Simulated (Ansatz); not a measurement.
Species: sum formula BNH2F2, net charge 0, singlet state. 
Geometry from a B3LYP-D3(BJ)/def2-TZVP (Ansatz, an electronic-structure program) optimisation:
SMILES: NB(F)F
```xyz
6

B      0.0183    -0.0197     0.0248
F      1.2393    -0.4934    -0.2319
F     -0.5103    -0.2912     1.2198
N     -0.6792     0.7310    -0.9204
H     -1.5987     1.0964    -0.7469
H     -0.2993     0.9462    -1.8251
```
Charge 0, spin multiplicity 1.

Computed values are from Ansatz. Correlated levels leave the core frozen unless marked. UHF or UKS for open shells. No spin-orbit coupling. Non-relativistic. Basis-set limits of correlation are two-point, X^-3; Hartree-Fock from the larger set. [CCSD(T)-MP2]/basis is that difference in the basis named.

```yaml
atomisation energy De: 2594.2 kJ/mol at RI-MP2/CBS(aug-cc-pVTZ,aug-cc-pVQZ)+[CCSD(T)-MP2]/aug-cc-pVTZ
total_energy: -280.4585 Eh at RI-MP2/CBS(aug-cc-pVTZ,aug-cc-pVQZ)+[CCSD(T)-MP2]/aug-cc-pVTZ
dipole_moment: 2.69 D at CCSD(T)/aug-cc-pVDZ
T1 diagnostic: 0.012 at CCSD/aug-cc-pVTZ
```
